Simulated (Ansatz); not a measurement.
Program: Ansatz. Geometries: PBE0-D4/def2-TZVP. ΔE: electronic, gas phase. CCSD(T)/CBS is the MP2 limit (def2-TZVPP, def2-QZVPP) plus CCSD(T) − MP2 in def2-TZVPP, frozen cores. DFT in def2-TZVPP. Each species was taken in one conformer, which may not be the lowest.

Reaction (ligand exchange at a B–O bond): `BOC(C)F` + `NCS` → `BSCN` + `CC(O)F`

`BOC(C)F`:

Z-matrix (Å, degrees):
```
C
O 1 1.398
F 1 1.372 2 107.2
C 1 1.500 2 110.2 3 -119.0
H 1 1.096 2 109.8 3 115.6
B 2 1.348 1 121.4 3 -99.8
H 4 1.091 1 109.5 2 56.6
H 4 1.090 1 109.9 2 176.7
H 4 1.091 1 110.0 2 -63.2
H 6 1.194 2 116.8 1 178.0
H 6 1.201 2 119.9 1 -2.9
```

`NCS`:

Z-matrix (Å, degrees):
```
C
S 1 1.811
N 1 1.444 2 112.7
H 1 1.097 2 107.3 3 -128.3
H 1 1.092 2 104.7 3 117.9
H 2 1.342 1 96.7 3 83.9
H 3 1.012 1 111.0 2 -65.0
H 3 1.014 1 110.4 2 175.5
```

`BSCN`:

Cartesian coordinates in Å:
```
B -1.767 0.713 0.538
S -0.396 0.014 1.386
C 0.940 0.044 0.146
N 0.700 -0.913 -0.904
H -2.789 0.778 1.149
H -1.653 1.114 -0.578
H 1.858 -0.111 0.727
H 0.975 1.046 -0.282
H 0.736 -1.861 -0.549
H 1.396 -0.823 -1.634
```

`CC(O)F`:

```xyz
9

C    -0.472   -0.894   -0.177
C     0.010    0.491    0.135
O     1.386    0.500    0.151
F    -0.446    1.364   -0.847
H    -0.038   -1.222   -1.123
H    -0.164   -1.582    0.611
H    -1.559   -0.902   -0.256
H    -0.408    0.877    1.075
H     1.690    1.368    0.430
```

CCSD(T)/CBS gives +0.30 eV.

Task: Another level gave +0.31 eV. Which?
A. r2SCAN/def2-TZVPP
B. CCSD(T)/def2-TZVPP
C. PBE-D4/def2-TZVPP
D. HF/def2-TZVPP

Result: B. CCSD(T)/def2-TZVPP 0.31, r2SCAN 0.24, PBE-D4 0.19, HF/def2-TZVPP 0.46 eV.

Largest T1 diagnostic among the species: 0.013.

In def2-TZVPP, CCSD(T) changes the Hartree–Fock value by −0.15 eV (the triples alone add −0.03 eV) and MP2 by −0.18 eV.
